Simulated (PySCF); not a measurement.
**Electronic absorption of C5H14AlAs**

Compound: C5H14AlAs.
Atom-mapped SMILES: `[CH2:1]=[CH:2][CH2:3][As@H+:4]([AlH3-:5])[CH2:6][CH3:7]` (hydrogens: H8, H9 on C1; H10 on C2; H11, H12 on C3; H13 on As4; H14, H15, H16 on Al5; H17, H18 on C6; H19, H20, H21 on C7)

Method: TDDFT PBE0/def2-SVPD, vertical, gas phase, core orbitals frozen in the response in PySCF. One conformer (not necessarily the lowest) at the PBE0-D3(BJ)/def2-SVP geometry, without solvent, vibrations or thermal averaging. The PBE0/def2-SVPD calculation is non-relativistic and has no spin–orbit coupling, an omission that weighs most on arsenic. Torsions of this conformer, `[CH2:1]=[CH:2][CH2:3][As@H+:4]([AlH3-:5])[CH2:6][CH3:7]`: C1–C2–C3–As4 -113°, C2–C3–As4–Al5 -64°, C3–As4–C6–C7 -174°.

```csv
state,E (eV),λ (nm),ν̃ (cm⁻¹),f,|μ| (D),"main configurations (H = HOMO, L = LUMO)"
S1,6.20,200.1,49980,0.0041,0.42,"H-1→L (63%), H→L (23%), H-2→L (9%)"
S2,6.26,197.9,50520,0.062,1.62,"H→L (38%), H-2→L (26%), H-3→L (11%)"
S3,6.29,197.2,50710,0.0095,0.63,"H-2→L (38%), H-1→L (25%), H→L (18%)"
S4,6.39,194.0,51550,0.0049,0.45,H→L+1 (69%)
S5,6.41,193.5,51670,0.025,1.01,"H-1→L+1 (55%), H-2→L+2 (21%)"
S6,6.48,191.4,52240,0.0007,0.16,"H-1→L+2 (76%), H-2→L+2 (10%)"
S7,6.51,190.4,52530,0.0012,0.22,"H→L+2 (46%), H-3→L (19%), H-2→L+1 (18%)"
S8,6.56,189.0,52910,0.041,1.29,"H-2→L+1 (57%), H→L+2 (22%)"
S9,6.69,185.4,53940,0.079,1.77,"H-2→L+2 (36%), H→L+2 (17%), H-1→L+1 (15%)"
S10,6.78,182.7,54720,0.240,3.05,"H-3→L+2 (30%), H-3→L (26%), H-3→L+1 (11%)"
```

Triplets (Tamm–Dancoff): T1 4.18 eV, H-2→L (40%), H→L (23%), H-3→L (20%); T2 5.72 eV, H-3→L (20%), H-2→L+2 (16%), H-2→L (15%); T3 5.84 eV, H-2→L+2 (24%), H-2→L+1 (18%), H-3→L+1 (14%); T4 5.97 eV, H-1→L (22%), H-1→L+1 (18%), H-3→L (11%).

The lowest singlet comes at 200 nm (598 kJ/mol) in the ultraviolet; it is very weak; its leading configuration is HOMO-1→LUMO (63%). The most intense listed level is S10 at 6.78 eV (183 nm, f = 0.240), 0.59 eV above S1. It is the last of those listed, so stronger ones may follow. Löwdin shares by element: HOMO (one of a set within 0.03 eV) hydrogen 30% or more, aluminium 28%, carbon 16% or more (atoms not listed hold the other 26%); LUMO carbon 60% or more, arsenic 14% (atoms not listed hold the other 26%). The oscillator strengths of these states sum to 0.467; summed over the whole spectrum of an exact calculation they would give the number of electrons, 90 (Thomas–Reiche–Kuhn). Orbital energies (eV): HOMO-3 -8.01, HOMO-2 -7.63, HOMO-1 -7.56, HOMO -7.54, LUMO -0.46, LUMO+1 -0.11, LUMO+2 -0.02. Weighted by f, the mean energy of these states is 6.64 eV. All these states lie below the vertical ionisation energy of 9.18 eV (ΔSCF). Only the lowest 10 singlets were computed, as vertical energies without vibronic structure.
